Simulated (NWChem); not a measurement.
pivalic acid (C₅H₁₀O₂); SMILES O=C(C(C)(C)C)O

```xyz
17

C      0.7551    -0.9961    -1.2597
C     -0.0127    -0.5717     0.0002
C     -1.4101    -1.1842     0.0062
C      0.7668    -0.9975     1.2523
C     -0.1436     0.9462     0.0006
O      1.0493     1.5628     0.0003
O     -1.1768     1.5630     0.0006
H      1.7601    -0.5514    -1.2839
H      0.8605    -2.0920    -1.2798
H      0.2217    -0.6917    -2.1736
H     -1.3400    -2.2826     0.0043
H     -1.9853    -0.8699    -0.8765
H     -1.9773    -0.8719     0.8948
H      1.7720    -0.5529     1.2678
H      0.2420    -0.6941     2.1716
H      0.8722    -2.0934     1.2702
H      0.8613     2.5139     0.0000
```
Atoms are numbered in this order, from 1.

All runs: NWChem. Pople sets run with spherical d functions. The geometry was optimised at PBE0/def2-SVP. Not confirmed as a minimum by frequencies. Level MN15/6-31G*: energy and gradient on several grids; changes count from the extra-fine grid, which is no exact limit either.

Task: Which is the coarsest grid (coarse; fine; xcoarse; medium; xfine) from which on the energy stays within 100 μHa and each gradient component within 200 μHa/bohr of xfine?

Result: medium.
```
grid     size of the energy change (μHa)  largest change of a gradient component (μHa/bohr)  time, medium = 1 (rough)
-------  -------------------------------  -------------------------------------------------  ------------------------
xcoarse                            30000                                               2000                   about 1
coarse                              1000                                                300                   about 1
medium                              < 10                                                 40                   about 1
fine                                < 10                                               < 30                   about 1
xfine                               < 10                                               < 30                         4
```
